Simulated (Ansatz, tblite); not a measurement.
Cost and result up the ladder for SnHMe2(SiH3) (C₂H₁₀SiSn) (14 atoms). Charge 0, multiplicity 1. Geometry: PBE-D4/def2-SVP.

```xyz
14

Sn    0.239   -0.510    0.273
H     0.976   -2.022    0.716
C     1.329    1.107    1.242
H     1.309    0.963    2.340
H     0.856    2.078    0.997
H     2.381    1.122    0.900
C    -1.818   -0.503    0.991
H    -2.389   -1.329    0.525
H    -2.302    0.459    0.737
H    -1.827   -0.632    2.091
Si    0.303   -0.231   -2.301
H     1.713   -0.332   -2.827
H    -0.243    1.117   -2.700
H    -0.527   -1.287   -2.985
```

Ansatz on 2 threads of AMD EPYC 7R13 on a shared host; xTB runs through tblite on one thread. Times are rough, summed over both states, and most runs start from the orbitals of an earlier one. PBE0-D4/def2-TZVP serves as the yardstick here, not as an exact answer. The other state is a triplet.

In the def2 sets Sn takes a core potential; there is no spin–orbit coupling. The xTB rows come from tblite.

xTB has no spin-polarisation term.

| level | functions | vertical triplet (eV) | difference from PBE0-D4/def2-TZVP (eV) |
| --- | --- | --- | --- |
| PBE0-D4/def2-TZVP (with forces) | 209 | 5.64 | 0.00 |
| GFN1-xTB | 46 | 4.64 | -1.00 |
| r2SCAN-D4/def2-TZVP | 209 | 5.51 | -0.13 |
| GFN2-xTB | 36 | 4.06 | -1.59 |
| PBE-D4/def2-TZVP | 209 | 5.41 | -0.23 |

(1) Estimate how long each takes.

Answers

(1) GFN2-xTB 0.012 s; GFN1-xTB 0.016 s; PBE-D4/def2-TZVP 16 s; PBE0-D4/def2-TZVP (with forces) 32 s; r2SCAN-D4/def2-TZVP 32 s. On shared hardware such times vary by a factor of up to 3.
